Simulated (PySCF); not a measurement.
Species: C₅H₆F₃O (doublet state).
Numbering: `[CH2:1]=[CH:2][O:3][C@H:4]([F:5])[CH:6][CH:7]([F:8])[F:9]` (hydrogens: H10, H11 on C1; H12 on C2; H13 on C4; H14 on C6; H15 on C7)

Structure used (GFN2-xTB), in Å, numbered top down from 1:
```xyz
15
C5H6F3O angstrom
C      2.2227    0.8801   -1.2442
C      1.9968    0.3028   -0.0778
O      0.8203    0.2204    0.6120
C     -0.3571    0.5913   -0.0239
F     -0.4480    1.9685   -0.0669
C     -1.5111    0.0401    0.7185
C     -1.9288   -1.3653    0.5493
F     -1.3911   -1.9305   -0.5571
F     -1.5311   -2.1522    1.5988
H      1.4619    1.3817   -1.8161
H      3.2121    0.8774   -1.6601
H      2.7684   -0.1924    0.4947
H     -0.3565    0.2558   -1.0776
H     -1.9354    0.6083    1.5258
H     -3.0275   -1.4782    0.4857
```

The hyperfine couplings belong to this conformer and change with its torsions.

Computed with PySCF 2.14.0, UKS B3LYP, pcH-1 on C F H O, non-relativistic, mean-field spin-orbit, GIAO. One conformer (not necessarily the lowest) at the GFN2-xTB geometry, without solvent, vibrations or thermal averaging. The geometry wasn't refined by DFT: couplings that depend on bond lengths, twists or pyramidal angles can differ widely from those at the functional's own minimum. The SCF solution wasn't tested for stability.

Match the computed a_iso(13C) values +102.1, -24.5, -21.1, +4.0 MHz with the sites C2; C4; C6; C7.

```
site  a_iso (MHz)  ρ(0) (bohr⁻³)                 position  distance from C6 (Å)  spin population  largest |T| (MHz)
  C2         +4.0        +0.0036          3 bonds from C6                  3.61             0.00                2.9
  C4        -24.5        -0.0218           1 bond from C6                  1.48            -0.05                2.1
  C6       +102.1        +0.0908  largest spin population                  0.00            +1.03              164.2
  C7        -21.1        -0.0188           1 bond from C6                  1.48            -0.04                2.5
```

Match the computed a_iso(19F) values +224.5, +7.4, -3.1 MHz with the sites F5; F8; F9.

| site | a_iso (MHz) | ρ(0) (bohr⁻³) | position | distance from C6 (Å) | bound to | spin population there | largest \|T\| (MHz) |
| --- | --- | --- | --- | --- | --- | --- | --- |
| F5 | +7.4 | +0.0018 | 2 bonds from C6 | 2.34 | C4 | -0.05 | 38.8 |
| F8 | -3.1 | -0.0007 | 2 bonds from C6 | 2.35 | C7 | -0.04 | 16.0 |
| F9 | +224.5 | +0.0533 | 2 bonds from C6 | 2.36 | C7 | -0.04 | 177.8 |

ρ(0) is the spin density at the nucleus and T the dipolar tensor. The largest Mulliken spin population is on C6 (+1.03). The angles at C6 add up to 359.0°, so it is planar; its axial dipolar tensor and the negative coupling of its proton fit spin in a p orbital normal to that plane.
